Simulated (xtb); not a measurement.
C2H7NTe, SMILES CC[Te]N. All values are semi-empirical tight-binding results from xtb (GFN2-xTB unless named), good for trends rather than for accurate numbers. Coordinates come from a GFN2-xTB optimisation. The structure was generated by enumeration, and PubChem lists no compound with its InChIKey, so it may never have been made. One conformer was computed; it need not be the lowest.

Computed properties:
```yaml
orbital_gap: 4.14 eV
zero_point_energy: 55.9 kcal/mol
G − E(el) at 298.15 K (modified RRHO): 36.0 kcal/mol
static polarisability (D4 model): 75.5 bohr³
solvation energy, GFN2-xTB/ALPB(water): -3.5 kcal/mol
solvation energy, GFN2-xTB/ALPB(benzene): -4.9 kcal/mol
```
